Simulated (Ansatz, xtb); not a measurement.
## A geometry optimisation of F2GeH3In with r2SCAN-D4/def2-SVP

The starting geometry of this gas-phase singlet was built from a drawn formula by distance geometry; its bonds are those of `[F][GeH]([F])[InH2]`.

| atom | x (Å) | y (Å) | z (Å) |
| --- | --- | --- | --- |
| F | -4.7343 | -0.9592 | 1.4006 |
| F | -3.6924 | -3.0410 | -0.4487 |
| Ge | -3.6600 | -1.3428 | 0.0409 |
| In | -1.0109 | -0.9303 | 0.2949 |
| H | -3.8681 | -0.4721 | -1.1834 |
| H | 0.0571 | -1.5989 | -0.9230 |
| H | -0.2341 | 0.3979 | 1.3750 |

Q: Predict what becomes of its bonds when it is optimised with r2SCAN-D4/def2-SVP.

A: It keeps its bonds, and is `[F][GeH]([F])[InH2]`.

The energy falls by 0.60 eV over 38 steps:

| step | E − E(last) (eV) |
| --- | --- |
| 1 | 0.599 |
| 5 | 0.010 |
| 9 | 0.006 |
| 13 | 0.004 |
| 17 | 0.003 |
| 22 | 0.001 |
| 26 | 0.001 |
| 30 | 0.000 |
| 34 | 0.000 |
| 38 | 0.000 |

Final geometry (Å):

```xyz
7

F    -4.3627   -0.2245    0.9145
F    -3.8369   -2.8834    0.4430
Ge   -3.4947   -1.2825   -0.1748
In   -0.9236   -0.8665    0.2003
H    -4.2683   -1.1969   -1.5089
H     0.1137   -0.5725   -1.1499
H    -0.3703   -0.9202    1.8321
```

From the same start GFN2-xTB ends elsewhere, differing in F1–In4 (2.22 against 3.57 Å here), F2–In4 (2.22 against 3.55 Å here), Ge3–In4 (3.36 against 2.63 Å here).

No frequencies were run, so the end isn't proven a minimum. Atoms past krypton carry core potentials, without spin–orbit terms. Run with Ansatz 0.2.0, 2.8 min on 1 thread of Intel(R) Xeon(R) Platinum 8259CL CPU @ 2.50GHz (Skylake/Cascade Lake), with other jobs on the host.
